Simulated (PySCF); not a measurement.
Isomers of C5H13NSi, one GFN2-xTB conformer each. Single-point energies are computed at PBE0/pcSseg-1 (PySCF, gas phase, no added dispersion term), electronic only.

```csv
SMILES,GFN2-xTB relative energy (kcal/mol)
C=C[Si@H](CC)NC,12.6
C/C=C\[SiH2]N(C)C,0.0
```

Conformers: `[CH2:1]=[CH:2][Si@H:3]([CH2:4][CH3:5])[NH:6][CH3:7]` with C1–C2–Si3–C4 -99°, C2–Si3–C4–C5 58°, C2–Si3–N6–C7 -58°; `[CH3:1]/[CH:2]=[CH:3]\[SiH2:4][N:5]([CH3:6])[CH3:7]` with C2–C3–Si4–N5 58°, C3–Si4–N5–C6 -170°.

What does PBE0/pcSseg-1 give for the same structures?

```csv
SMILES,PBE0/pcSseg-1 E (Eh),PBE0/pcSseg-1 (kcal/mol),GFN2-xTB (kcal/mol),point group
C=C[Si@H](CC)NC,-542.12747,0.0,12.6,C1
C/C=C\[SiH2]N(C)C,-542.11169,9.9,0.0,C1
```

GFN2-xTB puts C/C=C\[SiH2]N(C)C lowest instead. As drawn, the lower has an N–H bond, which the higher lacks.

Which frontier levels, dipoles and rotational constants go with these structures?

```
           SMILES  HOMO (eV, PBE0/pcSseg-1)  LUMO (eV)  dipole (D)     A, B, C (MHz)
  C=C[Si@H](CC)NC                     -6.55      -0.23        0.67  2473, 1547, 1027
C/C=C\[SiH2]N(C)C                     -6.17      -0.32        1.09  3158, 1387, 1220
```
